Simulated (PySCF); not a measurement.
ethylenediamine cation (C₂H₈N₂), SMILES NCCN (connectivity only; charge and spin as stated), charge +1, multiplicity 2.

The structure is a stationary point at PBE0-D3(BJ)/def2-SVP. The spin state was assumed, not searched. One conformer was computed; it need not be the lowest.

These are PBE/def2-TZVP (PySCF) values and carry that method's errors.

Gas-phase values at a fixed geometry.

```
Quantity                                                           Result
------------------------------------------------  -----------------------
total energy                                           -190.07006 hartree
point group                                                           C2h
α spin, highest occupied and lowest empty level       -10.67 and -4.67 eV
β spin, highest occupied and lowest empty level       -11.93 and -9.76 eV
dipole moment about the centre of nuclear charge                   0.00 D
mean static polarisability                           51.8 bohr³ (7.68 Å³)
polarisability, principal values                   34.0, 34.2, 87.2 bohr³
⟨S²⟩                                              0.752 (pure state 0.75)
```
